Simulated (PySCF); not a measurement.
**Broadened absorption spectrum of C3H7FSi**

C₃H₇FSi.
Geometry (GFN2-xTB, Å), atoms numbered from 1 in this order:
```
atom  x, y, z in Å
C1    -1.7258    0.5984    0.7464
C2    -1.0471   -0.4044    0.2184
C3     0.0076   -0.2516   -0.8165
F4     0.0803   -1.4069   -1.5906
Si5    1.7493    0.0216   -0.0250
H6    -2.4550    0.4441    1.5222
H7    -1.5759    1.6154    0.4224
H8    -1.2060   -1.4217    0.5487
H9    -0.2392    0.5554   -1.5150
H10    2.0187   -1.1052    0.8642
H11    1.6751    1.2798    0.7149
H12    2.7192    0.0743   -1.1162
```

Computed, not measured: PySCF 2.14.0, density-fitted response routines, TDDFT CAM-B3LYP/def2-SVPD, vertical, gas phase, core orbitals frozen in the response.

Each state is given a Gaussian of 0.4 eV full width at half maximum, with ε(max) = 2.175×10⁸ f / Δν̃ (Δν̃ the width in cm⁻¹). The width is an assumption, not a result. The curve ends short of the highest state used, and states not computed would add to its high-energy end.

```
E (eV)  ε (L mol⁻¹ cm⁻¹)
  6.02                40
  6.06                89
  6.09               157
  6.12               270
  6.15               448
  6.18               721
  6.22              1296
  6.25              1940
  6.28              2815
  6.31              3959
  6.34              5397
  6.38              7771
  6.41              9850
  6.44             12102
  6.47             14412
  6.51             17330
  6.54             19189
  6.57             20595
  6.60             21426
  6.63             21606
  6.67             20815
  6.70             19519
  6.73             17744
  6.76             15637
  6.80             12592
  6.83             10327
  6.86              8217
  6.89              6345
  6.92              4761
  6.96              3111
  6.99              2200
  7.02              1528
  7.05              1055
  7.09               660
  7.12               493
  7.15               407
  7.18               380
  7.21               397
  7.25               472
  7.28               557
  7.31               663
  7.34               783
  7.38               959
  7.41              1099
  7.44              1246
  7.47              1403
  7.50              1575
  7.54              1847
  7.57              2100
  7.60              2411
  7.63              2794
  7.67              3436
  7.70              4020
  7.73              4686
  7.76              5418
  7.79              6187
```

Question: Locate the maxima and give the states behind the curve.

Answer: 187 nm (6.62 eV), ε about 22000, made up of S1 (100%) (ε in L mol⁻¹ cm⁻¹; maxima over ε = 5, shares over 10%). At its high-energy end, 7.79 eV, the curve is still rising (ε about 6200, from S5 and S6). The states used: S1 6.62 eV (f 0.321); S2 7.07 eV (f 0.0015); S3 7.49 eV (f 0.015); S4 7.76 eV (f 0.0060); S5 7.82 eV (f 0.026); S6 7.99 eV (f 0.114); S7 8.02 eV (f 0.0020); S8 8.39 eV (f 0.011).

Question: On this curve, what absorbance would a 10⁻⁴ mol/L sample give at 193 nm over a 1 cm path?

Answer: 193 nm is 6.424 eV, where ε is about 11000 L mol⁻¹ cm⁻¹, so A = ε c l ≈ 1.1 (Beer–Lambert, with the gas-phase spectrum and the assumed width).

Question: Coming from long wavelengths, where does ε first pass 100 L mol⁻¹ cm⁻¹?

Answer: At about 204 nm (6.07 eV), 0.56 eV below S1.

Question: What would ε be at 6.62 eV, the highest of these maxima, with half the width (0.2 eV)?

Answer: About 43200 L mol⁻¹ cm⁻¹ against 21600, a factor of about 2.00; a lone state at its own centre would give exactly 2.

One conformer stands for the species.
